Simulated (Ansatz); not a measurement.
**Nudged elastic band run: CH₃BiF₂**

The input (input.yaml):

```yaml
crystal:
  periodic: [false, false, false]
  atoms:
    - { symbol: C, position_ang: [-0.296823, 0.80176, -0.312218] }
    - { symbol: Bi, position_ang: [0.923328, -1.07474, -0.423476] }
    - { symbol: F, position_ang: [1.574765, -0.854046, 1.469326] }
    - { symbol: F, position_ang: [-0.656742, -2.222391, 0.068609] }
    - { symbol: H, position_ang: [-0.978668, 0.856115, -1.161104] }
    - { symbol: H, position_ang: [-0.862418, 0.751894, 0.616865] }
    - { symbol: H, position_ang: [0.357857, 1.673408, -0.303603] }
basis:
  gaussian: { orbitals: def2-SVP }
hamiltonian:
  xc: hf
neb:
  order_check: false
  images: 7
  f_tol: 0.05
  max_iterations: 60
  spring: { min: 2.0, max: 10.0 }
  final_atoms:
    - { symbol: C, position_ang: [-0.41411898, 0.80476577, -0.12852099] }
    - { symbol: Bi, position_ang: [0.05409258, -1.09134056, 0.97571491] }
    - { symbol: F, position_ang: [2.0383564, -0.84628937, 0.7277169] }
    - { symbol: F, position_ang: [-0.19407723, -2.21625258, -0.67712655] }
    - { symbol: H, position_ang: [-0.80804875, 0.51999707, -1.10343091] }
    - { symbol: H, position_ang: [-1.1382853, 1.41522231, 0.41110067] }
    - { symbol: H, position_ang: [0.52338028, 1.34589735, -0.25105503] }
  initial_path:
    images:
      - { positions_ang: [[-0.296823, 0.80176, -0.312218], [0.923328, -1.07474, -0.423476], [1.574765, -0.854046, 1.469326], [-0.656742, -2.222391, 0.068609], [-0.978668, 0.856115, -1.161104], [-0.862418, 0.751894, 0.616865], [0.357857, 1.673408, -0.303603]] }
      - { positions_ang: [[-0.29834271, 0.76905849, -0.26979528], [0.84042986, -1.13106376, -0.24923925], [1.71565138, -0.72226663, 1.41333018], [-0.72171643, -2.23031081, -0.11721388], [-0.95792022, 0.80462242, -1.15692449], [-0.90558705, 0.81562648, 0.62304377], [0.38878416, 1.62633381, -0.28880205]] }
      - { positions_ang: [[-0.29986242, 0.73635699, -0.22737256], [0.75753172, -1.18738752, -0.0750025], [1.85653776, -0.59048727, 1.35733437], [-0.78669085, -2.23823062, -0.30303676], [-0.93717244, 0.75312984, -1.15274497], [-0.9487561, 0.87935897, 0.62922253], [0.41971133, 1.57925962, -0.27400111]] }
      - { positions_ang: [[-0.30138213, 0.70365548, -0.18494984], [0.67463359, -1.24371128, 0.09923425], [1.99742414, -0.4587079, 1.30133855], [-0.85166528, -2.24615043, -0.48885964], [-0.91642466, 0.70163726, -1.14856546], [-0.99192516, 0.94309145, 0.6354013], [0.45063849, 1.53218543, -0.25920016]] }
      - { positions_ang: [[-0.30290184, 0.67095397, -0.14252712], [0.59173545, -1.30003504, 0.273471], [2.13831053, -0.32692854, 1.24534274], [-0.9166397, -2.25407025, -0.67468253], [-0.89567688, 0.65014468, -1.14438594], [-1.03509421, 1.00682393, 0.64158006], [0.48156566, 1.48511124, -0.24439921]] }
      - { positions_ang: [[-0.33070612, 0.70440692, -0.13902559], [0.45732473, -1.24786142, 0.44903198], [2.11332199, -0.45676875, 1.11593628], [-0.73599909, -2.24461583, -0.67529353], [-0.87376985, 0.61760778, -1.13414718], [-1.06089198, 1.10892353, 0.58396021], [0.49201932, 1.45030777, -0.24606317]] }
      - { positions_ang: [[-0.35851041, 0.73785987, -0.13552406], [0.32291401, -1.1956878, 0.62459296], [2.08833346, -0.58660895, 0.98652982], [-0.55535847, -2.23516141, -0.67590454], [-0.85186281, 0.58507087, -1.12390843], [-1.08668975, 1.21102312, 0.52634037], [0.50247297, 1.4155043, -0.24772712]] }
      - { positions_ang: [[-0.38631469, 0.77131282, -0.13202252], [0.1885033, -1.14351418, 0.80015393], [2.06334493, -0.71644916, 0.85712336], [-0.37471785, -2.22570699, -0.67651555], [-0.82995578, 0.55253397, -1.11366967], [-1.11248753, 1.31312272, 0.46872052], [0.51292663, 1.38070082, -0.24939108]] }
      - { positions_ang: [[-0.41411898, 0.80476577, -0.12852099], [0.05409258, -1.09134056, 0.97571491], [2.0383564, -0.84628937, 0.7277169], [-0.19407723, -2.21625258, -0.67712655], [-0.80804875, 0.51999707, -1.10343091], [-1.1382853, 1.41522231, 0.41110067], [0.52338028, 1.34589735, -0.25105503]] }
```

Command:

```bash
$ ansatz run input.yaml --threads 1 --pin off --max-ram 2048MiB --backend cpu --events-out ev --progress --plain --runs-dir out
```

Output, in part (warnings, iteration lines, the closing report on the highest movable image, with atoms numbered from 0):

```
NEB end point (image 0): max|allowed force component| = 9.316e-3 eV/Å (the criterion of neb.relax_end_points is 1.000e-2)
NEB end point (image 8): max|allowed force component| = 5.487e-3 eV/Å (the criterion of neb.relax_end_points is 1.000e-2)
NEB iter   1: max|band force component| = 5.781e0 eV/Å  barrier→ = 2.2408 eV  barrier← = 2.2443 eV  Δτ_max = 0.2000 Å  (336 SCF iters)
NEB iter   2: max|band force component| = 1.396e0 eV/Å  barrier→ = 1.5339 eV  barrier← = 1.5373 eV  Δτ_max = 0.2000 Å  (272 SCF iters)
NEB iter   3: max|band force component| = 7.956e-1 eV/Å  barrier→ = 1.5315 eV  barrier← = 1.5349 eV  Δτ_max = 0.0740 Å  (280 SCF iters)
NEB iter   4: max|band force component| = 2.548e-1 eV/Å  barrier→ = 1.4954 eV  barrier← = 1.4988 eV  CI = image 4  Δτ_max = 0.0278 Å  (287 SCF iters)
NEB iter   5: max|band force component| = 1.665e-1 eV/Å  barrier→ = 1.4924 eV  barrier← = 1.4959 eV  CI = image 4  Δτ_max = 0.0050 Å  (284 SCF iters)
NEB iter   6: max|band force component| = 1.123e-1 eV/Å  barrier→ = 1.4921 eV  barrier← = 1.4956 eV  CI = image 4  Δτ_max = 0.0039 Å  (285 SCF iters)
NEB iter   7: max|band force component| = 2.921e-2 eV/Å  barrier→ = 1.4921 eV  barrier← = 1.4955 eV  CI = image 4  Δτ_max = 0.0000 Å  (730 SCF iters)
Total energy: -12294.47061807 eV, -451.8134617226 hartree
Atom 0 at    -0.291844     0.650927    -0.174404 Å, force     0.003972     0.005865     0.000578 eV/Å
Atom 1 at     0.620440    -1.318394     0.302250 Å, force     0.004634     0.000503     0.003225 eV/Å
Atom 2 at     2.108941    -0.159904     1.237560 Å, force    -0.002254    -0.001475    -0.001410 eV/Å
Atom 3 at    -1.040075    -2.091108    -0.735425 Å, force    -0.001728    -0.001278    -0.001204 eV/Å
Atom 4 at    -0.854693     0.557563    -1.099665 Å, force    -0.005560    -0.001730    -0.001840 eV/Å
Atom 5 at    -0.977715     0.894608     0.640632 Å, force    -0.002761    -0.001824    -0.000491 eV/Å
Atom 6 at     0.496245     1.398309    -0.216550 Å, force     0.003696    -0.000061     0.001141 eV/Å
Dipole moment:     0.019876    -0.059856     0.024924 e Å
```

The forces met the threshold. Another band between the same ends (7 images) ends at a top of the same energy, where a vibrational analysis finds 1 clearly imaginary mode.

Final band (atoms are numbered from 1 in the order of the input):

```
image  path coordinate (Å)  energy (eV)  height of Bi2 over the plane of its neighbours (Å)
    0                 0.00         0.00                                                1.13
    1                 0.68         0.44                                                0.94
    2                 1.10         0.96                                                0.67
    3                 1.42         1.34                                                0.35
    4                 1.72         1.49                                               -0.01
    5                 2.02         1.34                                               -0.36
    6                 2.34         0.97                                               -0.66
    7                 2.75         0.45                                               -0.93
    8                 3.42         0.00                                               -1.13
```

The run took 100 s on 1 thread of Arm Neoverse V1, on a shared host, peak memory 0.16 GiB.
